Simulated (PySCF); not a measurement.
## Partial charges of `O=C(F)c1cccs1`

Compound: C5H3FOS.
Atom-mapped SMILES: `[O:1]=[C:2]([F:3])[c:4]1[cH:5][cH:6][cH:7][s:8]1` (hydrogens: H9 on C5; H10 on C6; H11 on C7)

Structure used (GFN2-xTB), in Å, numbered top down from 1:
```
atom  x, y, z in Å
O1     2.7882    1.2058    0.5722
C2     2.0976    0.3013    0.2405
F3     2.6796   -0.8984   -0.0926
C4     0.6658    0.2261    0.1151
C5    -0.1081   -0.8443   -0.2739
C6    -1.4754   -0.5414   -0.2762
C7    -1.7244    0.7457    0.1079
S8    -0.3035    1.6167    0.4808
H9     0.3075   -1.7987   -0.5425
H10   -2.2444   -1.2404   -0.5491
H11   -2.6775    1.2302    0.1918
```

Density: PBE0/pcSseg-1 (PySCF); schemes: Mulliken, IAO, Hirshfeld and ESP-fitted. Isolated species at its GFN2-xTB geometry (one conformer only).

Q: Tabulate the Mulliken, IAO, Hirshfeld and ESP-fitted charges.

A: In e:

```json
{"atom": "O1", "environment": "carbonyl oxygen", "Mulliken": "-0.352", "IAO": "-0.395", "Hirshfeld": "-0.236", "ESP-fitted": "-0.444"}
{"atom": "C2", "environment": "acyl halide carbon", "Mulliken": "+0.702", "IAO": "+0.599", "Hirshfeld": "+0.211", "ESP-fitted": "+0.720"}
{"atom": "F3", "environment": "acyl fluorine", "Mulliken": "-0.285", "IAO": "-0.301", "Hirshfeld": "-0.099", "ESP-fitted": "-0.268"}
{"atom": "C4", "environment": "substituted aromatic carbon", "Mulliken": "-0.565", "IAO": "-0.239", "Hirshfeld": "-0.057", "ESP-fitted": "-0.228"}
{"atom": "C5", "environment": "aromatic CH carbon", "Mulliken": "+0.056", "IAO": "-0.135", "Hirshfeld": "-0.045", "ESP-fitted": "-0.040"}
{"atom": "C6", "environment": "aromatic CH carbon", "Mulliken": "-0.037", "IAO": "-0.181", "Hirshfeld": "-0.063", "ESP-fitted": "-0.244"}
{"atom": "C7", "environment": "aromatic CH next to a ring sulfur", "Mulliken": "-0.250", "IAO": "-0.293", "Hirshfeld": "-0.057", "ESP-fitted": "-0.185"}
{"atom": "S8", "environment": "thiophene-type sulfur", "Mulliken": "+0.384", "IAO": "+0.403", "Hirshfeld": "+0.153", "ESP-fitted": "+0.113"}
{"atom": "H9", "environment": "aromatic hydrogen", "Mulliken": "+0.104", "IAO": "+0.185", "Hirshfeld": "+0.065", "ESP-fitted": "+0.167"}
{"atom": "H10", "environment": "aromatic hydrogen", "Mulliken": "+0.104", "IAO": "+0.173", "Hirshfeld": "+0.064", "ESP-fitted": "+0.193"}
{"atom": "H11", "environment": "aromatic hydrogen", "Mulliken": "+0.139", "IAO": "+0.184", "Hirshfeld": "+0.065", "ESP-fitted": "+0.217"}
```

Mean size of the charges over all atoms: IAO 0.281 e, Mulliken 0.271 e, ESP-fitted 0.256 e, Hirshfeld 0.101 e. Each set sums to the total charge, 0, to within 0.001 e. The ESP scheme fits charges at the nuclei, held to the total charge, to the electrostatic potential on points at 1.4 to 2.0 times the van der Waals radii. The Hirshfeld scheme divides the density at each point in proportion to the densities of the neutral, spherically averaged free atoms.

Lowest charge. The schemes don't all agree: Mulliken C4 (-0.565); IAO O1 (-0.395); Hirshfeld O1 (-0.236); ESP-fitted O1 (-0.444).

Highest charge. All schemes agree: Mulliken C2 (+0.702); IAO C2 (+0.599); Hirshfeld C2 (+0.211); ESP-fitted C2 (+0.720).

Q: Sum the charges by element, for elements with more than one atom.

A: 
```csv
element,atoms,Mulliken,IAO,Hirshfeld,ESP-fitted
C,5,-0.095,-0.249,-0.012,+0.022
H,3,+0.347,+0.542,+0.193,+0.577
```

Q: How many electrons does the ESP-fitted scheme count on S8?

A: Z − q = 16 − (+0.113) = 15.887.

Q: How closely do the schemes follow one another over all atoms?

A: Correlation coefficient and root-mean-square difference: IAO with Hirshfeld 0.96, 0.198 e; IAO with ESP-fitted 0.94, 0.108 e; Hirshfeld with ESP-fitted 0.92, 0.205 e; Mulliken with IAO 0.92, 0.132 e; Mulliken with ESP-fitted 0.89, 0.157 e; Mulliken with Hirshfeld 0.86, 0.244 e.
